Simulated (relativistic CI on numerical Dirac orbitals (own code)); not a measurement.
# Line list: Electric-dipole lines, Hg⁷³⁺

Computed by Dirac-Coulomb-Breit CI, separate exchange-only KLI orbitals for each configuration, a model potential for QED, unscaled Slater integrals (own radial code, finite nucleus).

Configurations in the expansion (outside the closed core 1s2): 2s2 2p3, 2s 2p4, 2p5, 2p4 3s, 2s2 2p2 3s, 2p4 3p, 2s2 2p2 3p, 2p4 3d, 2s2 2p2 3d, 2s 2p3 3s, 2s 2p3 3p, 2s 2p3 3d, 2s2 2p2 4s, 2s2 2p2 4p, 2s2 2p2 4d, 2s2 2p2 4f. Levels of other configurations are missing.

| λ vac (nm) | Lower | Upper | A (s⁻¹) | gf | Branching (%) |
| --- | --- | --- | --- | --- | --- |
| 0.09368 | 2s2 2p3 4S°_3/2 [2] | 2s2 2p2 3d 4D_5/2 [125] | 9.24e+14 | 7.29e-01 | 43.3 |
| 0.09369 | 2s2 2p3 4S°_3/2 [2] | 2s2 2p2 3d 2D_3/2 [123] | 1.58e+15 | 8.31e-01 | 76.4 |
| 0.09377 | 2s2 2p3 2P°_1/2 [4] | 2s2 2p2 3d 2D_3/2 [128] | 1.94e+15 | 1.02e+00 | 96.1 |
| 0.09384 | 2s2 2p3 2D°_5/2 [3] | 2s2 2p2 3d 4D_5/2 [125] | 1.07e+15 | 8.50e-01 | 50.3 |
| 0.09384 | 2s2 2p3 2D°_5/2 [3] | 2s2 2p2 3d 2F_7/2 [124] | 2.02e+15 | 2.13e+00 | 99.9 |
| 0.09395 | 2s2 2p3 2P°_3/2 [1] | 2s2 2p2 3d 2P_1/2 [50] | 2.61e+15 | 6.90e-01 | 90.3 |
| 0.09402 | 2s2 2p3 2P°_3/2 [1] | 2s2 2p2 3d 2D_3/2 [49] | 2.28e+15 | 1.21e+00 | 84.1 |
| 0.09407 | 2s2 2p3 2P°_3/2 [1] | 2s2 2p2 3d 2D_5/2 [48] | 2.55e+15 | 2.03e+00 | 96.6 |
| 0.09414 | 2s 2p4 4P_5/2 [5] | 2s 2p3 3d 4P°_3/2 [162] | 2.37e+15 | 1.26e+00 | 86.5 |
| 0.09420 | 2s 2p4 4P_5/2 [5] | 2s 2p3 3d 4D°_5/2 [161] | 2.23e+15 | 1.78e+00 | 96.5 |
| 0.09423 | 2s 2p4 2P_3/2 [7] | 2s 2p3 3d 2D°_3/2 [177] | 2.10e+15 | 1.12e+00 | 82.6 |
| 0.09423 | 2s 2p4 4P_5/2 [5] | 2s 2p3 3d 4F°_7/2 [158] | 1.88e+15 | 2.00e+00 | 95.2 |
| 0.09426 | 2s 2p4 2S_1/2 [6] | 2s 2p3 3d 4D°_3/2 [175] | 1.87e+15 | 9.98e-01 | 75.9 |
| 0.09428 | 2s 2p4 2P_3/2 [7] | 2s 2p3 3d 2F°_5/2 [174] | 1.93e+15 | 1.55e+00 | 87.0 |
| 0.09457 | 2s 2p4 4P_5/2 [5] | 2s 2p3 3d 4G°_7/2 [149] | 8.52e+14 | 9.14e-01 | 94.5 |
| 0.09681 | 2s2 2p3 2D°_5/2 [3] | 2s 2p3 3p 2F_7/2 [100] | 6.97e+14 | 7.83e-01 | 98.7 |
| 0.09689 | 2s2 2p3 2P°_3/2 [1] | 2s 2p3 3p 2D_5/2 [34] | 7.39e+14 | 6.24e-01 | 99.4 |
| 0.10920 | 2s2 2p3 2P°_3/2 [8] | 2s2 2p2 3d 2D_5/2 [143] | 1.66e+15 | 1.78e+00 | 99.7 |
| 0.10923 | 2s 2p4 4P_5/2 [5] | 2s 2p3 3d 2F°_7/2 [78] | 5.77e+14 | 8.25e-01 | 93.9 |
| 0.10942 | 2s 2p4 2D_5/2 [10] | 2s 2p3 3d 2F°_7/2 [192] | 2.22e+15 | 3.19e+00 | 98.7 |
| 0.10949 | 2s2 2p3 4S°_3/2 [2] | 2s2 2p2 3d 2D_5/2 [55] | 1.91e+15 | 2.06e+00 | 64.8 |
| 0.10960 | 2s2 2p3 2P°_3/2 [8] | 2s2 2p2 3d 2D_5/2 [139] | 2.43e+15 | 2.62e+00 | 99.6 |
| 0.10961 | 2s2 2p3 2P°_3/2 [8] | 2s2 2p2 3d 2P_3/2 [138] | 2.80e+15 | 2.01e+00 | 97.6 |
| 0.10963 | 2s2 2p3 2D°_5/2 [3] | 2s2 2p2 3d 2F_7/2 [56] | 3.29e+15 | 4.75e+00 | 100.0 |
| 0.10965 | 2s2 2p3 4S°_3/2 [2] | 2s2 2p2 3d 2F_5/2 [54] | 1.37e+15 | 1.48e+00 | 68.7 |
| 0.10968 | 2s2 2p3 4S°_3/2 [2] | 2s2 2p2 3d 2P_3/2 [53] | 1.36e+15 | 9.85e-01 | 87.4 |
| 0.10972 | 2s2 2p3 2D°_5/2 [3] | 2s2 2p2 3d 2D_5/2 [55] | 1.02e+15 | 1.11e+00 | 34.8 |
| 0.10988 | 2s2 2p3 2D°_5/2 [3] | 2s2 2p2 3d 2F_5/2 [54] | 6.13e+14 | 6.65e-01 | 30.7 |
| 0.10992 | 2s2 2p3 2P°_3/2 [1] | 2s2 2p2 3d 2D_5/2 [20] | 2.04e+15 | 2.22e+00 | 100.0 |
| 0.10993 | 2s 2p4 2P_1/2 [11] | 2s 2p3 3d 2P°_3/2 [197] | 2.79e+15 | 2.02e+00 | 72.0 |
| 0.10998 | 2s 2p4 2D_3/2 [12] | 2s 2p3 3d 2D°_5/2 [198] | 3.53e+15 | 3.84e+00 | 95.8 |
| 0.11001 | 2s 2p4 4P_5/2 [5] | 2s 2p3 3d 4D°_7/2 [75] | 2.82e+15 | 4.09e+00 | 99.6 |
| 0.11007 | 2s 2p4 4P_5/2 [5] | 2s 2p3 3d 4D°_5/2 [74] | 1.55e+15 | 1.69e+00 | 86.3 |
| 0.11009 | 2s2 2p3 2P°_1/2 [4] | 2s2 2p2 3d 2P_1/2 [58] | 2.13e+15 | 7.74e-01 | 91.8 |
| 0.11014 | 2s2 2p3 2P°_1/2 [4] | 2s2 2p2 3d 2D_3/2 [57] | 1.97e+15 | 1.44e+00 | 88.7 |
| 0.11016 | 2s 2p4 2D_5/2 [10] | 2s 2p3 3d 2D°_5/2 [186] | 2.56e+15 | 2.80e+00 | 92.8 |
| 0.11016 | 2s 2p4 4P_3/2 [9] | 2s 2p3 3d 4D°_3/2 [182] | 2.00e+15 | 1.46e+00 | 73.7 |
| 0.11020 | 2s 2p4 2S_1/2 [6] | 2s 2p3 3d 2P°_3/2 [80] | 1.37e+15 | 9.97e-01 | 67.2 |
| 0.11021 | 2s 2p4 4P_3/2 [9] | 2s 2p3 3d 4D°_5/2 [180] | 1.94e+15 | 2.12e+00 | 76.6 |
| 0.11023 | 2s 2p4 2P_3/2 [7] | 2s 2p3 3d 2D°_5/2 [79] | 2.95e+15 | 3.22e+00 | 98.4 |
| 0.11029 | 2s 2p4 2D_5/2 [10] | 2s 2p3 3d 2F°_7/2 [183] | 1.70e+15 | 2.48e+00 | 98.3 |
| 0.31551 | 2s2 2p2 3p 2P°_3/2 [18] | 2s2 2p2 4d 2D_5/2 [111] | 2.10e+14 | 1.88e+00 | 22.6 |
| 0.32191 | 2s2 2p2 3d 2D_3/2 [19] | 2s2 2p2 4f 2F°_5/2 [112] | 4.15e+14 | 3.87e+00 | 92.8 |
| 0.33336 | 2s2 2p2 3d 2D_5/2 [20] | 2s2 2p2 4f 2F°_7/2 [114] | 4.26e+14 | 5.67e+00 | 97.5 |
| 0.49199 | 2s2 2p3 2P°_3/2 [1] | 2s 2p4 2P_3/2 [7] | 4.32e+13 | 6.27e-01 | 99.7 |

Terms are leading LS components. Brackets give the number of a level in order of energy, since labels repeat. The list gives strong lines, with weight on those to low levels, without lines whose two gauges differ by over a factor of 2.5, among the lowest 200 of 359 levels, so that lines to higher ones, which can be the strongest, are missing. Levels whose partners in the same complex of configurations lie outside the list can be far off, and so can their lines. Rates are taken at the computed energies, electric ones in the length gauge.

At this charge energies of transitions that change n are usually good to better than 1 %, and those within a shell (Δn = 0) to a few per cent.

LS names give the leading component of a level, which can be under half, so a name can repeat, a term be missing and a line seem to break the LS rules.
